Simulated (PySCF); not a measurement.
NO, doublet, at a GFN2-xTB geometry. Base run: PBE/def2-TZVP (PySCF).

PySCF was given this input:
```python
from pyscf import gto, scf, dft

mol = gto.M(
    atom='''
N    -0.000000   -0.000000   -0.616255
O     0.000000    0.000000    0.539223
''',
    basis='def2-tzvp',
    charge=0,
    spin=1,
    verbose=4,
)

mf = dft.UKS(mol)
mf.xc = 'pbe'
mf.kernel()
mf.analyze()
```

Variants of this job, named by their change:

```json
[
 {"change": "base", "ΔE vs base (µEh)": "0.0", "SCF cycles": "10", "<S^2>": "0.752", "outcome": "converged"},
 {"change": "init_guess = sap", "ΔE vs base (µEh)": "0.0", "SCF cycles": "11", "<S^2>": "0.752", "outcome": "converged"},
 {"change": "DIIS = ADIIS", "ΔE vs base (µEh)": "0.0", "SCF cycles": "19", "<S^2>": "0.752", "outcome": "converged"},
 {"change": "level_shift = 0.1 (with mf.max_cycle = 100)", "ΔE vs base (µEh)": "0.0", "SCF cycles": "11", "<S^2>": "0.752", "outcome": "converged"},
 {"change": "init_guess = huckel", "ΔE vs base (µEh)": "0.0", "SCF cycles": "11", "<S^2>": "0.752", "outcome": "converged"},
 {"change": "diis_space = 4", "ΔE vs base (µEh)": "0.0", "SCF cycles": "10", "<S^2>": "0.752", "outcome": "converged"},
 {"change": "level_shift = 1.0 (with mf.max_cycle = 100)", "ΔE vs base (µEh)": "0.0", "SCF cycles": "23", "<S^2>": "0.752", "outcome": "converged"},
 {"change": "level_shift = 0.5 (with mf.max_cycle = 100)", "ΔE vs base (µEh)": "0.0", "SCF cycles": "17", "<S^2>": "0.752", "outcome": "converged"},
 {"change": "level_shift = 0.3 (with mf.max_cycle = 100)", "ΔE vs base (µEh)": "0.0", "SCF cycles": "14", "<S^2>": "0.752", "outcome": "converged"},
 {"change": "conv_tol = 1e-7", "ΔE vs base (µEh)": "0.0", "SCF cycles": "8", "<S^2>": "0.752", "outcome": "converged"},
 {"change": "solver = newton", "ΔE vs base (µEh)": "0.0", "SCF cycles": "-", "<S^2>": "0.752", "outcome": "converged"},
 {"change": "diis_space = 20", "ΔE vs base (µEh)": "0.0", "SCF cycles": "10", "<S^2>": "0.752", "outcome": "converged"},
 {"change": "diis = off; damp = 0.3 (with mf.diis_start_cycle = 200; with mf.max_cycle = 150)", "ΔE vs base (µEh)": "-", "SCF cycles": "150", "<S^2>": "-", "outcome": "not converged"}
]
```

Open shells are given as the SCF converged; they aren't shown to be the lowest states, and a large step between rows can be another state.
